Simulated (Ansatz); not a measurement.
Basis sets compared for Al3Ru. Total charge 0; doublet. Geometry PBE-D4/def2-SVP. Ansatz on 4 threads of Arm Neoverse V1 on a shared host; times are rough, and most runs start from earlier orbitals.

```xyz
4

Ru    0.712   -0.776   -0.297
Al   -0.797    0.381   -1.562
Al   -1.006   -0.870    1.204
Al    1.090    1.265    0.655
```

In the def2 sets Ru takes a core potential; there is no spin–orbit coupling. The structure comes from a short search, and lower isomers may exist.

Binding counts from free atoms (Ru quintet, Al doublet) in the same basis, without a counterpoise term.

```tsv
level	functions	energy (Eh)	HOMO (eV)	LUMO (eV)	binding per atom (eV)	wall time
PBE-D4/def2-SVP	85	-821.6036	-4.50	-4.04	2.63	1.8 s
PBE-D4/def2-TZVP	151	-821.8891	-4.44	-3.99	2.65	3.1 s
r2SCAN-D4/def2-TZVP (with forces)	151	-822.1930	-4.66	-3.83	2.48	10 s
PBE0-D4/def2-SVP	85	-821.5960	-5.09	-3.26	2.26	2.7 s
PBE0-D4/def2-TZVP	151	-821.8774	-5.02	-3.19	2.29	4.8 s
```

Estimate the rows for PBE-D4/def2-TZVPD, r2SCAN-D4/def2-TZVPD, PBE0-D4/def2-TZVPD.


```json
{"level": "PBE-D4/def2-TZVPD", "functions": "169", "energy (Eh)": "-821.8896", "HOMO (eV)": "-4.44", "LUMO (eV)": "-3.99", "binding per atom (eV)": "2.65", "wall time": "3.9 s"}
{"level": "r2SCAN-D4/def2-TZVPD", "functions": "169", "energy (Eh)": "-822.1937", "HOMO (eV)": "-4.65", "LUMO (eV)": "-3.83", "binding per atom (eV)": "2.48", "wall time": "11 s"}
{"level": "PBE0-D4/def2-TZVPD", "functions": "169", "energy (Eh)": "-821.8780", "HOMO (eV)": "-5.02", "LUMO (eV)": "-3.19", "binding per atom (eV)": "2.29", "wall time": "5.5 s"}
```
